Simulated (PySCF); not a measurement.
# How methods differ on the electron affinity of Cs

Cs⁻ [Xe] 6s2 (1S) → Cs [Xe] 6s1 (2S), as a difference of total energies. Computed with PySCF 2.14 in aug-cc-pwCVTZ-X2C, with the spin-free X2C one-electron Hamiltonian (Gaussian nucleus). Correlated levels: valence and next inner shell: [Kr] 4d10 frozen. The calculations carry no spin-orbit coupling.

```json
{"method": "UHF", "electron affinity (eV)": "-0.067"}
{"method": "MP2 (valence and next inner shell)", "electron affinity (eV)": "0.340"}
{"method": "SCS-MP2 (valence and next inner shell)", "electron affinity (eV)": "0.394"}
{"method": "CCSD (valence and next inner shell)", "electron affinity (eV)": "0.420"}
{"method": "CCSD(T) (valence and next inner shell)", "electron affinity (eV)": "0.464"}
```

Errors of the correlated levels include the incompleteness of this basis and the frozen core.

A negative affinity means that the anion lies above the atom at that level of theory.

The coupled-cluster amplitudes are large for Cs⁻ (T1 above 0.03 or a double amplitude above 0.15), so a single reference is strained.

Q: Which method comes closest to the reference value, and which is furthest?

A: The reference is 0.472 eV (measured; photodetachment measurements, as compiled on the Wikipedia data page of electron affinities). Closest: CCSD(T) (valence and next inner shell) (error -0.008 eV); furthest: UHF (error -0.539 eV).
